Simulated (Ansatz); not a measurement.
Abstraction of F: SiH(SiH3)F2 + Ge(CH3)F2 → SiH(SiH3)F + Ge(CH3)F3

Species: SiH(SiH3)F2, singlet; Ge(CH3)F2, doublet; SiH(SiH3)F, doublet; Ge(CH3)F3, singlet. A radical takes F: the energy is the difference in strength between the Si–F bond broken and the Ge–F bond made.

Shapes, held fixed at every level: PBE0-D4/def2-TZVP. Programs: Ansatz 0.2.0. The zero-point and thermal change to 298 K, harmonic and unscaled (PBE0-D4/def2-TZVP), is -1.5 kJ/mol.

| level | kind | ΔH(298 K) (kJ/mol) | less CCSD(T)/def2-TZVPP |
| --- | --- | --- | --- |
| HF/def2-TZVPP | Hartree–Fock | +85.9 | +2.8 |
| r2SCAN0-D4/def2-TZVPP | global hybrid | +88.1 | +5.0 |
| wB97X-V/def2-TZVPP | range-separated hybrid | +90.6 | +7.5 |
| CCSD(T)/def2-SVP | coupled cluster or CI | +63.7 | -19.4 |
| CCSD/def2-SVP | coupled cluster or CI | +64.0 | -19.1 |
| CCSD/def2-TZVPP | coupled cluster or CI | +83.5 | +0.4 |
| CCSD(T)/def2-TZVPP | coupled cluster or CI | +83.1 | 0.0 |

The highest level, CCSD(T)/def2-TZVPP, gives ΔH(298 K) = +83.1 kJ/mol; the levels span +63.7 to +90.6. The column of differences is taken from that level and isn't an error. No measured value is set beside it here. Open shells run unrestricted. Relativity is left out for Ge. Outer-core shells of Ge are correlated in most correlated rows, in sets that cover them unevenly.
